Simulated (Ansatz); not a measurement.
Consider the cleavage of the B–Si bond: `B[SiH]1[C@@H](F)[C@@H]1F` + `N=C=O` → `BN=C=O` + `F[C@H]1[SiH2][C@@H]1F`.

Calculated with Ansatz (gas phase, PBE0-D4/def2-TZVP geometries, no zero-point term in ΔE). CCSD(T)/CBS is the MP2 limit (def2-TZVPP, def2-QZVPP) plus CCSD(T) − MP2 in def2-TZVPP, frozen cores. This one scheme is used for every species. Functionals use def2-TZVPP. Each species was taken in one conformer, which may not be the lowest.

```tsv
level	ΔE (kJ/mol)
B2PLYP	-116.3
SCS-MP2/def2-TZVPP	-119.6
MP2/def2-QZVPP	-117.4
MP2/CBS(def2)	-117.3
```

Question: What does CCSD(T)/CBS give? (An estimate is asked.)

Answer: Ansatz gave: -109.2 kJ/mol. The listed levels differ from it by -7.1, -10.4, -8.2, -8.1 kJ/mol.

Largest T1 diagnostic among the species: 0.018.

From PBE to PBE0 (25 % exact exchange), in def2-TZVPP and without D4, ΔE moves by −9.3 kJ/mol. In def2-TZVPP, CCSD(T) changes the Hartree–Fock value by +28.0 kJ/mol (the triples alone add +4.7 kJ/mol) and MP2 by +19.8 kJ/mol. The D4 term adds +3.1 kJ/mol with B3LYP and +1.8 kJ/mol with PBE0; it sums over pairs of atoms, weighted by their polarisabilities, and B3LYP, whose exchange is more repulsive, gets the larger term.

B3LYP here is the variant with VWN-RPA as its local correlation; programs differ in this.
